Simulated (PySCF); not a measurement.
**Relaxation of singlet IO2I**

Method: PBE0/[I def2-SVP with ECP28, O def2-SVP], scalar-relativistic core potentials, density fitting, no spin–orbit coupling, PySCF. A (50,194) grid was used.

A hand-made T-shaped (ligand arrangement 1) start, of C2v symmetry, held to at least that symmetry:

Coordinates in bohr (charge 0 multiplicity 1):
```
I     0.0000    0.0000   -2.2457
O     3.5128    0.0000   -2.1231
O    -3.5128    0.0000   -2.1231
I     0.0000    0.0000    2.7809
```

Optimiser trace:
```tsv
step	E − E(last) (kJ/mol)	largest gradient (Eh/bohr)
0	11.49	0.03168
1	2.74	0.01260
2	0.30	0.00433
3	0.03	0.00088
4	0.00	0.00031
5	0.00	0.00025
```

It ends at C2v with I–I 2.837 Å, I–O 1.862 Å (×2); I–I–O 84.9° (×2), O–I–O 169.8° (after a last refinement on a finer grid). A frequency run shows 1 imaginary mode, down to 330i cm⁻¹, so it is a saddle point.

The relaxation took about 30 core-seconds on a shared host.
